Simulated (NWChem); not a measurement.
# C$_{3}$H$_{5}$O, doublet; SMILES O=[C]CC

```xyz
9

C      0.2907    -1.7313    -0.0372
C     -0.5464    -0.4520     0.0494
C      0.3086     0.8028     0.2093
O      0.0839     1.8939    -0.2068
H     -0.3590    -2.6103    -0.0958
H      0.9314    -1.7255    -0.9252
H      0.9350    -1.8361     0.8416
H     -1.2016    -0.3227    -0.8230
H     -1.1888    -0.4780     0.9412
```
Atoms are numbered in this order, from 1.

Level: B3LYP/6-31G* (spherical d), spin-unrestricted (NWChem), optimised geometry, unscaled harmonic frequencies. 

```csv
frequency (cm⁻¹),IR intensity (km/mol)
60,0.4
223,0.5
321,2.0
487,8.6
742,3.3
825,9.4
1009,0.7
1036,6.0
1106,3.3
1274,1.3
1327,5.0
1443,1.9
1474,3.6
1527,7.0
1534,5.3
1935,129.1
3030,14.2
3062,21.3
3076,8.9
3132,24.0
3136,23.7
```

The zero-point energy is 45.4 kcal/mol and the thermal correction to the enthalpy at 298.15 K (with zero-point energy) comes out as 49.2 kcal/mol. The heat capacity Cv is 15.6 cal/(mol K), the entropy at 298.15 K and 1 atm (symmetry number 1, electronic part: spin degeneracy alone) comes out as 72.4 cal/(mol K) and the dipole moment is 2.48 D.

Rigid rotor and harmonic oscillator; modes under 100 cm⁻¹ make the entropy uncertain.
